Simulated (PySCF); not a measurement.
H (hydrogen, neutral) across methods

1s1, 2S determinant. Computed with PySCF 2.14 in def2-TZVPPD (3s3p1d, 17 functions), with the non-relativistic Hamiltonian (point nucleus).

```csv
method,E (hartree),mean ε 1s α (eV),Σ⟨r²⟩ (bohr²),⟨S²⟩
M06-L,-0.5034,-7.917,2.919,0.750
PBE0,-0.5010,-9.108,3.084,0.750
r2SCAN,-0.4999,-8.007,3.053,0.750
wB97X-V,-0.5005,-11.664,3.122,0.750
CAM-B3LYP,-0.4988,-10.490,3.141,0.750
LDA,-0.4783,-7.282,3.284,0.750
HSE06,-0.5012,-8.703,3.088,0.750
PBE,-0.4996,-7.554,3.128,0.750
UHF,-0.49981,-13.601,2.990,0.750
```

For one electron the Hartree and exchange-correlation energies should cancel; what remains is the self-interaction error.
